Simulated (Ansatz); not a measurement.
PdI2. The state is a singlet with charge 0. Geometry relaxed at r2SCAN-D4/def2-TZVP.

```xyz
3

Pd    0.000    0.001    0.000
I    -1.102    0.994   -2.002
I     1.102   -0.995    2.002
```

In the def2 sets I, Pd take a core potential; there is no spin–orbit coupling. The restricted singlet is unstable: a solution with broken spin symmetry lies lower. At PBE0-D4/def2-TZVP a triplet of charge 0 lies 0.72 eV below the restricted singlet, each at its own geometry. The structure comes from a short search, and lower isomers may exist.

Q: Estimate the harmonic wavenumbers at RKS r2SCAN-D4/def2-TZVP (Ansatz, unscaled). Is this a minimum?

A: 55i, 38, 141, 260 cm⁻¹. No: 1 imaginary mode, a saddle point. Zero-point energy 2.6 kJ/mol. It took 9.4 min on 4 threads of Arm Neoverse N1 on a shared host.
